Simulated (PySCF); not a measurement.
Gas-phase reaction: 6 GaCl2 + F2 → 4 GaCl3 + 2 GaF

Method: PySCF energies plus ideal-gas RRHO corrections (1 bar). † marks an energy on the PBE0/def2-TZVP geometry and frequencies. MP2 and CCSD(T) freeze the core. Open shells (unrestricted): GaCl2 (multiplicity 2); the rest are closed-shell singlets. Ga: all electrons, no relativistic terms. GaCl2: computed as isolated molecules; such fragments, hydroxides, amides, oligomers or adducts are transient or little studied in the gas. MP2 isn't extrapolated to the basis-set limit; its ΔH°(298 K) is -1356.9 kJ in def2-SVP and -1359.7 kJ in def2-TZVPP. CCSD(T) isn't extrapolated to the basis-set limit; its ΔH°(298 K) is -1328.0 kJ in def2-SVP and -1323.0 kJ in def2-TZVPP. The harmonic model lacks anharmonicity and excited electronic states, which grow with temperature; levels with a mode under 35 cm⁻¹ are left out. Soft modes under 120 cm⁻¹ make the harmonic entropy rough for GaCl2.

```json
[
 {"level": "CCSD(T)/def2-SVP†", "ΔE electronic, kJ": "-1336", "ΔH°(298 K), kJ": "-1328", "ΔS°(298 K), J/K": "-258", "ΔG°(1600 K), kJ": "-940"},
 {"level": "HF/def2-TZVP†", "ΔE electronic, kJ": "-1172", "ΔH°(298 K), kJ": "-1165", "ΔS°(298 K), J/K": "-258", "ΔG°(1600 K), kJ": "-776"},
 {"level": "M06-2X/def2-TZVP†", "ΔE electronic, kJ": "-1282", "ΔH°(298 K), kJ": "-1274", "ΔS°(298 K), J/K": "-258", "ΔG°(1600 K), kJ": "-886"},
 {"level": "MP2/def2-SVP†", "ΔE electronic, kJ": "-1365", "ΔH°(298 K), kJ": "-1357", "ΔS°(298 K), J/K": "-258", "ΔG°(1600 K), kJ": "-969"},
 {"level": "PBE/def2-TZVP†", "ΔE electronic, kJ": "-1200", "ΔH°(298 K), kJ": "-1192", "ΔS°(298 K), J/K": "-258", "ΔG°(1600 K), kJ": "-804"}
]
```
ΔH° is lowest at MP2/def2-SVP† and highest at HF/def2-TZVP†. No reference value is set beside these.
